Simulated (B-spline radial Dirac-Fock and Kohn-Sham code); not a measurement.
## Elastic scattering of 3.3 keV electrons by the In atom

Calculated with a radial atomic solver, using relativistic (Dirac) partial waves in the static field of the Dirac-Fock atom with Furness-McCarthy exchange, without polarisation or absorption potentials.

The run's input, task.json:

```json
{"items": [{
  "Z": 49,
  "q": 0,
  "cfg": [[1, 0, 2], [2, 0, 2], [2, 1, 6], [3, 0, 2], [3, 1, 6], [3, 2, 10], [4, 0, 2], [4, 1, 6], [4, 2, 10], [5, 0, 2], [5, 1, 1]],
  "A": 115,
  "rrms": 4.6156,
  "do": "elastic",
  "energies": [[3300.0, 0]],
  "theta": [5, 10, 15, 20, 25, 30, 35, 40, 45, 50, 55, 60, 65, 70, 75, 80, 85, 90, 95, 100, 105, 110, 115, 120, 125, 130, 135, 140, 145, 150, 155, 160, 165, 170, 175]
}]}
```

Command: `python xray2_run.py task.json out`

```
θ (°)  dσ/dΩ (a₀²/sr)  Sherman function
    5            40.2             0.000
   10            7.50             0.001
   15            2.23             0.001
   20            1.01             0.000
   25           0.555            -0.002
   30           0.329            -0.006
   35           0.209            -0.008
   40           0.143            -0.008
   45           0.104            -0.004
   50          0.0785             0.004
   55          0.0616             0.015
   60          0.0495             0.027
   65          0.0407             0.040
   70          0.0340             0.049
   75          0.0289             0.054
   80          0.0250             0.052
   85          0.0220             0.042
   90          0.0199             0.024
   95          0.0185             0.000
  100          0.0177            -0.027
  105          0.0175            -0.052
  110          0.0179            -0.072
  115          0.0188            -0.086
  120          0.0202            -0.092
  125          0.0219            -0.091
  130          0.0239            -0.087
  135          0.0262            -0.079
  140          0.0285            -0.071
  145          0.0309            -0.061
  150          0.0331            -0.051
  155          0.0352            -0.042
  160          0.0370            -0.033
  165          0.0385            -0.024
  170          0.0396            -0.016
  175          0.0403            -0.008
```

The total elastic cross section is 4.86 a₀², the first transport cross section 0.430 a₀² and the second, weighted with (3/2) sin²θ, 0.609 a₀². The mean deflection is ⟨1 − cos θ⟩ = 0.0885, and 3.0 % of the collisions scatter beyond 90°.

On this grid of angles the cross section has a minimum near 105°.
